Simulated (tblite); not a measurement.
Compound: C4H10Ge2OSi.
Geometry (GFN2-xTB, Å), atoms numbered from 1 in this order:
```xyz
18
C4H10Ge2OSi angstrom
C      3.5711    1.9489   -0.2281
C      2.6490    0.8462   -0.0566
C      1.9068   -0.0939    0.0896
Ge     0.6128   -1.5013    0.2638
O     -0.1386   -1.7551   -1.3909
C     -1.5240   -1.5291   -1.2929
Ge    -1.7812   -1.1101    0.6738
Si    -2.8218    0.8785    1.4595
H      3.9186    1.9828   -1.2603
H      4.4304    1.8216    0.4298
H      3.0768    2.8904    0.0110
H      1.4664   -2.7608    0.5163
H     -2.0725   -2.4169   -1.6294
H     -1.8142   -0.6997   -1.9510
H     -2.3659   -2.3723    1.3547
H     -4.2735    0.7020    1.4648
H     -2.4728    1.9909    0.5756
H     -2.3762    1.1842    2.8189
```

Computed with GFN2-xTB (tblite): harmonic, unscaled wavenumbers at the GFN2-xTB geometry, gas phase. This tight-binding method is rough: wavenumbers can miss measured ones by several per cent, in bad cases by 10 to 20. Modes of hydrogen on germanium and silicon can be 10 to 20 % off. The optimisation stopped once no atom felt more than 0.01 eV/Å.

Lowest wavenumbers of the output (negative numbers stand for imaginary wavenumbers):
```
mode    cm-1
  1     -20.3
  2      11.2
  3      21.8
  4      41.4
  5      57.9
  6      74.5
  7     124.5
  8     165.8
```

**Question.** Is this structure a minimum?

**Answer.** Not by this Hessian. 1 mode is imaginary beyond 20i (20i cm⁻¹), so at this level the point lies at or near a first-order saddle. The curvature is small, so loose convergence or finite differences may be the whole cause.

**Question.** Which atoms move in the imaginary mode?

**Answer.** 20i: H18 (Si–H hydrogen) 33 %, H17 (Si–H hydrogen) 33 %, H16 (Si–H hydrogen) 33 %. These are shares of the mass-weighted motion.

**Question.** What is the remedy?

**Answer.** Step along that mode in both directions, optimise again with tighter thresholds and repeat the frequencies. The zero-point energy of this point (70.4 kcal/mol) counts the 47 real modes alone, and thermal corrections from it aren't those of a minimum.

Time: 1.6 s of wall time. Hardware: an Arm Neoverse N1 with one thread, shared host. The figure is for the frequency step alone.
